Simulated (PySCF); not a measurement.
AgI, SMILES [Ag][I], multiplicity 1.

The structure is a stationary point at PBE0-D3(BJ)/def2-TZVP. The spin state was assumed, not searched. The def2 effective core potentials stand for the cores of Ag, I; spin–orbit coupling is left out.

Two levels are set side by side: PBE/def2-TZVPD (PySCF) and HF/def2-TZVPD (PySCF). Same geometry, gas phase. Differences are taken from unrounded values.

```json
[
 {"quantity": "orbital gap (eV)", "HF": "8.36", "PBE": "1.91", "PBE minus HF": "-6.45"},
 {"quantity": "highest occupied level (eV)", "HF": "-8.90", "PBE": "-5.86", "PBE minus HF": "3.04"},
 {"quantity": "lowest empty level (eV)", "HF": "-0.53", "PBE": "-3.95", "PBE minus HF": "-3.42"},
 {"quantity": "dipole moment (D)", "HF": "6.86", "PBE": "4.25", "PBE minus HF": "-2.61"},
 {"quantity": "mean polarisability (bohr³)", "HF": "59.7", "PBE": "70.9", "PBE minus HF": "11.2"}
]
```

PBE's occupied levels lie high since its potential decays too fast outside the molecule; exact exchange lowers them and widens the gap. Loosely held outer electrons make PBE densities more polarisable. Differences between two approximate levels are no errors against the true value.

Rough cost on one machine, each run with all the roots and properties that it gave: HF against PBE about 1/4.
